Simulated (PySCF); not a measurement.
## How methods differ on the interval between two levels of Cu

Cu [Ar] 3d10 4s1 [2S1/2, M_J = 1/2] → Cu [Ar] 3d9 4s2 [2D5/2, M_J = 5/2], as a difference of total energies. Computed with PySCF 2.14 in x2c-SVPall-2c with one added diffuse shell each of s, d type (6s5p4d1f, 48 functions), with the two-component X2C-1e Hamiltonian. Correlated levels: [Ne] frozen; the 6 highest virtual spinors dropped. "Screened" scales the spin-orbit matrix elements by Boettger's factors to mimic the two-electron term; Breit and QED terms are absent.

```csv
method,interval between two levels (cm⁻¹)
GHF (spin-free),1213.9
GMP2 (spin-free),19397
GHF (screened spin-orbit),371.49
GMP2 (screened spin-orbit),18557
```

Errors of the correlated levels include the incompleteness of this basis and the frozen core.

For comparison: 11203 cm⁻¹ (measured; NIST Handbook of Basic Atomic Spectroscopic Data (Sansonetti and Martin, J. Phys. Chem. Ref. Data 34, 1559 (2005))).
